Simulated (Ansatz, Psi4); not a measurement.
Psi4 was given this input:
```
memory 2 GB

molecule {
0 1
  C    -1.87400516   -0.07441474    0.25926631
  C    -0.47967426   -0.52314354   -0.15357921
  N     0.48496756    0.53256834    0.09166092
  C     1.83881192    0.15577176   -0.25160561
  H    -2.12917341    0.85017624   -0.25108071
  H    -2.60684655   -0.83489174    0.00244945
  H    -1.91726736    0.10044473    1.33251953
  H    -0.21866346   -1.45961765    0.37470674
  H    -0.46266346   -0.73524512   -1.22757567
  H     0.44326878    0.80309834    1.07075897
  H     2.50814061    0.98145236   -0.01688696
  H     1.88584461   -0.03606901   -1.32424885
  H     2.19179223   -0.74660748    0.27324197
}

set basis sto-3g
set scf_type pk
set puream true
set d_convergence 1e-8
set dft_radial_points 99
set dft_spherical_points 590

energy('bhhlyp')
print_variables()
```

Q: Give the equivalent Ansatz (a first-principles code) input.

A: Several could match; the one computed here: 
Ansatz 0.2 input:
```yaml
crystal:
  periodic: [false, false, false]
  atoms:
    - {symbol: C, position_ang: [-1.87400516, -0.07441474, 0.25926631]}
    - {symbol: C, position_ang: [-0.47967426, -0.52314354, -0.15357921]}
    - {symbol: N, position_ang: [0.48496756, 0.53256834, 0.09166092]}
    - {symbol: C, position_ang: [1.83881192, 0.15577176, -0.25160561]}
    - {symbol: H, position_ang: [-2.12917341, 0.85017624, -0.25108071]}
    - {symbol: H, position_ang: [-2.60684655, -0.83489174, 0.00244945]}
    - {symbol: H, position_ang: [-1.91726736, 0.10044473, 1.33251953]}
    - {symbol: H, position_ang: [-0.21866346, -1.45961765, 0.37470674]}
    - {symbol: H, position_ang: [-0.46266346, -0.73524512, -1.22757567]}
    - {symbol: H, position_ang: [0.44326878, 0.80309834, 1.07075897]}
    - {symbol: H, position_ang: [2.50814061, 0.98145236, -0.01688696]}
    - {symbol: H, position_ang: [1.88584461, -0.03606901, -1.32424885]}
    - {symbol: H, position_ang: [2.19179223, -0.74660748, 0.27324197]}
basis:
  gaussian:
    orbitals: STO-3G
hamiltonian:
  xc: {name: BHLYP}
accuracy: high
```

Both were run: Psi4 gave -172.234201 Eh and Ansatz -172.234201 Eh, 0.000 mEh apart.
